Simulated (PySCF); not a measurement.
# Two-photon absorption: SMILES O=C(O)[C@]1(F)CCCO1, C5H7FO3

Cartesian coordinates in Å; atom numbers follow the order of the lines, from 1:
```xyz
16

O     2.0604   -0.1824    1.5151
C     1.8467   -0.5610    0.3960
O     2.6585   -1.3322   -0.3006
C     0.5509   -0.2210   -0.3592
F     0.8190   -0.2316   -1.7254
C    -0.0529    1.1303    0.0228
C    -1.5392    0.8729   -0.2178
C    -1.6682   -0.6045    0.1534
O    -0.3847   -1.1954   -0.0782
H     3.4485   -1.5670    0.2150
H     0.3592    1.9294   -0.5882
H     0.1614    1.3195    1.0748
H    -1.7758    1.0212   -1.2716
H    -2.1815    1.5065    0.3878
H    -1.9076   -0.7343    1.2148
H    -2.4024   -1.1415   -0.4500
```

Computed with PySCF, TDDFT LC-wPBE/def2-SVPD excited states, vertical, gas phase. Geometry: GFN2-xTB.

(1) Give the one- and two-photon strengths of the lowest singlets.

Answers

(1) δ for parallel linear polarisation; σ at the peak of a Lorentzian of half width 0.1 eV, single beam; Ω is circular over linear.
| state | E (eV) | f | photon λ (nm) | δ (au) | σ (GM) | Ω | main |
| --- | --- | --- | --- | --- | --- | --- | --- |
| S1 | 5.80 | 0.000 | 428 | 0.22 | 0.00 | 0.55 | HOMO→LUMO+1 0.55, HOMO−1→LUMO+1 0.27 |
| S2 | 8.15 | 0.057 | 304 | 65.9 | 1.60 | 0.49 | HOMO−1→LUMO+1 0.49, HOMO→LUMO+1 0.17 |
| S3 | 8.28 | 0.028 | 300 | 47.8 | 1.20 | 0.46 | HOMO→LUMO 0.28, HOMO→LUMO+1 0.17 |
| S4 | 8.73 | 0.045 | 284 | 5.17 | 0.14 | 0.86 | HOMO−2→LUMO+1 0.35, HOMO→LUMO 0.20 |
| S5 | 8.86 | 0.046 | 280 | 11.5 | 0.33 | 1.42 | HOMO−1→LUMO 0.30, HOMO→LUMO+2 0.21 |

Among these, the strongest one-photon state is S2, the strongest two-photon state S2, with a dipole change of 5.6 D (relaxed, norm of the difference vector).
